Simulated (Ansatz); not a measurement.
Ti₂H₃⁺. Charge 1, multiplicity 3. Geometry B3LYP-D4/def2-TZVP; atoms count from 1.

```xyz
5

Ti   -0.478    1.103   -0.129
Ti    0.467   -1.085    0.161
H     0.173   -0.131   -1.375
H    -1.216   -0.446    0.576
H     1.053    0.559    0.766
```

The charge 1 triplet is spin-contaminated (final ⟨S²⟩ up to 2.71, 2.00 for a pure state). At PBE0-D4/def2-TZVP a quintet of charge 1 lies 0.10 eV below the triplet, each at its own geometry. The structure comes from a short search, and lower isomers may exist.

Estimate the Mulliken populations from the PBE0/def2-TZVP orbitals of Ansatz.


| atom | charge (e) | spin (α − β) | d electrons |
| --- | --- | --- | --- |
| Ti1 | 0.67 | 2.04 | 2.67 |
| Ti2 | 0.65 | 0.12 | 2.67 |
| H3 | -0.10 | -0.06 | – |
| H4 | -0.11 | -0.05 | – |
| H5 | -0.11 | -0.05 | – |
Mulliken values depend strongly on the basis.

Where does the spin sit?

Summed by element: Ti 2.16, H -0.16, of 2 unpaired in all. Largest on single atoms: Ti1 2.04, Ti2 0.12, H3 -0.06.

And the Mayer bond orders between heavy atoms (over 0.3)?

Ti1–Ti2 1.09 (2.40 Å).
